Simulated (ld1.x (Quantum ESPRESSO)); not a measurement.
Configuration tests for erbium (Er) (TM semilocal)

ld1.x (Quantum ESPRESSO) 7.5 input, shortened:

```
&input
   title='Er', zed=68., rel=1, dft='WC', iswitch=3,
   config='[Xe] 4f12 5d0 6s2 6p0'
 /
 &inputp
   pseudotype=1, tm=.true., lloc=1,
   nlcc=.false.
 /
4
6S  1  0   2.00   0.00  3.55  3.55  0.0
5D  3  2   0.00   0.00  3.35  3.35  0.0
4F  4  3  12.00   0.00  0.55  0.55  0.0
6P  2  1   0.00   0.00  3.75  3.75  0.0
 &test
   configts(1)='4f12 5d0 6s2 6p0'
 /
```

Energies are relative to the spin-unpolarised reference configuration 4f12 5d0 6s2 6p0; without spin polarisation the order of configurations can differ from experiment. Not all tests gave a result: 1 of 7 tests not solved or not reliable. Left out of the table: 4f13 5d0 6s0 6p0 (an occupied level unbound or not found, printed error -1466 eV).

Problem. Give the all-electron excitation energy and the error of the potential for: 4f12 5d0 6s1 6p0; 4f12 5d0 6s0 6p0; 4f11 5d0 6s0 6p0; 4f12 5d1 6s1 6p0; 4f12 5d0.5 6s1.5 6p0; 4f12 5d0 6s1 6p1.

Solution.

| valence configuration | charge | ΔE all-electron (eV) | error AE − PS (meV) |
| --- | --- | --- | --- |
| 4f12 5d0 6s1 6p0 | +1 | 6.379 | -23 |
| 4f12 5d0 6s0 6p0 | +2 | 18.157 | +141 |
| 4f11 5d0 6s0 6p0 | +3 | 44.414 | -591 |
| 4f12 5d1 6s1 6p0 | 0 | 2.955 | +9.8 |
| 4f12 5d0.5 6s1.5 6p0 | 0 | 1.471 | +2.5 |
| 4f12 5d0 6s1 6p1 | 0 | 2.825 | +0.2 |

A Bessel basis up to 400 Ry misses an occupied level by 0.29 Ry, so cutoffs and ghosts were not judged.
